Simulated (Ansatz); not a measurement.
Geometry optimisation, Ansatz 0.2.0, RKS PBE/def2-SVP.

Input:

```yaml
crystal:
  periodic: [false, false, false]
  atoms:
    - { symbol: Al, position_ang: [-0.5412, 0.9235, -0.0269] }
    - { symbol: C, position_ang: [0.5408, -0.6709, -0.0631] }
    - { symbol: Cl, position_ang: [0.928, -1.123, 1.5911] }
    - { symbol: Cl, position_ang: [-0.2757, -1.9853, -0.8386] }
    - { symbol: H, position_ang: [-1.1098, 1.5871, -1.4293] }
    - { symbol: H, position_ang: [-0.9813, 1.6641, 1.3508] }
    - { symbol: H, position_ang: [0.76832, 0.13749, 0.17044] }
basis:
  gaussian: { orbitals: def2-SVP }
hamiltonian:
  xc: pbe
relax:
  f_tol: 0.02
  max_steps: 50
```

Launched with:

```bash
$ ansatz run input.yaml --threads 2 --pin off --max-ram 3072MiB --backend cpu --events-out ev --progress --plain --runs-dir out
```

Where does it end, and by what steps?

It converged. After 18 steps the energy has fallen by 5.820 eV; H7 moved furthest, 1.23 Å. The start is strongly strained (largest force component 14 eV/Å), so its close contacts needn't be bonds. Parted: Al1–H7 (1.54 → 2.78 Å). Joined: Al1–Cl4 (3.03 → 2.46 Å).

```tsv
step	energy less start (eV)	largest force component (eV/Å)	accepted
0	0.0000	14.405	yes
1	-3.2062	3.766	yes
2	-4.4971	1.961	yes
3	-5.0232	1.706	yes
4	-5.2786	1.514	yes
5	-5.4363	1.098	yes
6	-5.5406	0.466	yes
7	-5.5803	0.420	yes
8	-5.6218	0.232	yes
9	-5.6764	0.309	yes
10	-5.7389	0.397	yes
11	-5.7749	0.609	yes
12	-5.7957	0.411	yes
13	-5.7233	0.768	no
14	-5.8179	0.120	yes
15	-5.8192	0.136	yes
16	-5.8197	0.052	yes
17	-5.8202	0.024	yes
18	-5.8202	0.005	yes
```

```xyz
7
Properties=species:S:1:pos:R:3
Al -0.786 0.942 -0.022
C 0.692 -0.379 0.204
Cl 1.207 -0.968 1.775
Cl -0.758 -1.468 -0.529
H -0.822 1.754 -1.394
H -1.704 1.205 1.252
H 1.500 -0.553 -0.531
```

Time of the run: 17 s on 2 threads of Intel(R) Xeon(R) Platinum 8488C (Sapphire Rapids) (shared host), peak memory 0.14 GiB.
